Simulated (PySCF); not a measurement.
Ce³⁺: fine-structure interval

Ce³⁺ [Xe] 4f1 [4f5/2^1, M_J = 5/2] → Ce³⁺ [Xe] 4f1 [4f7/2^1, M_J = 7/2], as a difference of total energies. Calculation: PySCF 2.14, in x2c-QZVPPall-2c; the two-component X2C-1e Hamiltonian. Correlated levels: [Ar] 3d10 frozen; the 38 highest virtual spinors dropped. "Screened" scales the spin-orbit matrix elements by Boettger's factors to mimic the two-electron term; Breit and QED terms are absent.

| method | fine-structure interval (cm⁻¹) |
| --- | --- |
| GHF (screened spin-orbit) | 2298.7 |
| GMP2 (screened spin-orbit) | 2410.4 |
| GHF (bare spin-orbit) | 4768.9 |
